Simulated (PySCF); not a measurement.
Which level of theory gave which numbers?

Species: CH₇BN₂O.
InChI=1S/CH7BN2O/c3-2(4)1-5/h5H,1,3-4H2

The closed-shell ground state was solved 7 times with PySCF (density fitting, gas phase), always in the pcSseg-2 basis (278 functions), with these functionals: BHandHLYP, CAM-B3LYP, HF, LC-wPBE, OPBE, mPW1PW91 and wB97X-D. Geometry: PBE0-D3(BJ)/def2-SVP, one conformer, isolated molecule.

```csv
row,total energy (Eh),HOMO (eV),LUMO (eV),dipole (D)
P,-251.9589,-5.56,-0.19,2.40
Q,-251.9482,-8.36,0.89,2.54
R,-251.9843,-8.48,1.05,2.54
S,-252.0273,-7.06,0.40,2.49
T,-252.0118,-8.94,2.12,2.52
U,-250.5705,-10.46,2.54,2.55
V,-251.9414,-9.88,2.24,2.54
```

Q: Which functional belongs to which row?

A: P = OPBE, Q = BHandHLYP, R = CAM-B3LYP, S = mPW1PW91, T = wB97X-D, U = HF, V = LC-wPBE. By rising HOMO–LUMO gap: OPBE (GGA) 5.37 eV; mPW1PW91 (global hybrid, 25 % exact exchange) 7.46 eV; BHandHLYP (global hybrid, 50 % exact exchange) 9.25 eV; CAM-B3LYP (range-separated hybrid) 9.53 eV; wB97X-D (range-separated hybrid) 11.06 eV; LC-wPBE (range-separated hybrid) 12.12 eV; HF (all exact exchange) 13.00 eV. Total energies of different functionals aren't bounds to one another; each is stationary for its own functional.

Conformer computed: `[NH2:1][B:2]([NH2:3])[CH2:4][OH:5]`: N1–B2–C4–O5 -163°, H–N1–B2–N3 4°, H–N1–B2–N3 -177°, H–N3–B2–N1 -173°, H–N3–B2–N1 -3°, H–O5–C4–B2 58°.

Note: wB97X-D ran without an empirical dispersion term, which enters the total energy and its gradient alone.
